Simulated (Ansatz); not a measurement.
A run for Ansatz (an electronic-structure program): R-CAM-B3LYP/def2-TZVPPD on C2H9BS (a complex). Files ending in .json are basis or fitting sets from the Basis Set Exchange.

Ansatz 0.2 input:
```yaml
crystal:
  periodic: [false, false, false]
  atoms:
    - {symbol: B, position_ang: [-0.32926278, 0.60267203, 0.75954861]}
    - {symbol: H, position_ang: [0.00165623, -0.22085688, -0.05593228]}
    - {symbol: H, position_ang: [-1.49506387, 0.90385229, 0.70558004]}
    - {symbol: H, position_ang: [0.43342644, 1.52902770, 0.89040317]}
    - {symbol: C, position_ang: [1.56008720, -0.64847500, 2.64860351]}
    - {symbol: S, position_ang: [-0.21289618, -0.38274859, 2.44371035]}
    - {symbol: C, position_ang: [-0.48910883, 0.89144739, 3.69118652]}
    - {symbol: H, position_ang: [1.76332770, -1.06317209, 3.63431575]}
    - {symbol: H, position_ang: [1.86142579, -1.35698636, 1.88006721]}
    - {symbol: H, position_ang: [2.08590257, 0.29343365, 2.50133945]}
    - {symbol: H, position_ang: [-0.30063631, 0.48774552, 4.68436843]}
    - {symbol: H, position_ang: [-1.53101821, 1.19246495, 3.60600413]}
    - {symbol: H, position_ang: [0.15423142, 1.74505331, 3.48423038]}
basis:
  gaussian:
    orbitals: def2-TZVPPD.json
hamiltonian:
  xc: {name: CAM-B3LYP}
scf: {lower_state_search: off}
```

Output:

```
WARN ansatz: RAYON_NUM_THREADS=1 ignored (pool sized by the plan → 1); use --threads N
Functional definition: CAM-B3LYP
these checks for a lower state are left out or cut short: stability, starts, cluster_reference, orbital_swaps, neighbouring_geometries, increment
integrals: 0.36 GiB planned
1388 factors; their error is unknown
integrals: 0.40 GiB planned
482 factors; integrals over basis functions are off by at most 2.6e-5 eV
mean field: 2.02 GiB planned
mean field evaluation 1: about -13726.3970 eV, gradient 5.0e1 eV
mean field evaluation 2: about -13728.1674 eV, gradient 4.2e1 eV
mean field evaluation 4: about -13732.2251 eV, gradient 1.1e0 eV
mean field evaluation 8: about -13732.2206 eV, gradient 5.8e-1 eV
mean field evaluation 16: about -13732.2210 eV, gradient 9.6e-6 eV
mean field -13732.22101272 eV, -504.6498141839 hartree, gradient 9.6e-6 eV, S^2 0.000000; 0 other end points of the search recorded, 0 dependent functions left out
reference -13732.22116931 eV, -504.6498199383 hartree; 21, 21 occupied and 294, 294 virtual orbitals, 1388 factors
Total energy: -13732.22116931 eV, -504.6498199383 hartree
Checks for a lower state left out: stability, starts, cluster_reference, orbital_swaps, neighbouring_geometries, increment
```

The run converged.

Cost: very roughly 14 core-seconds.
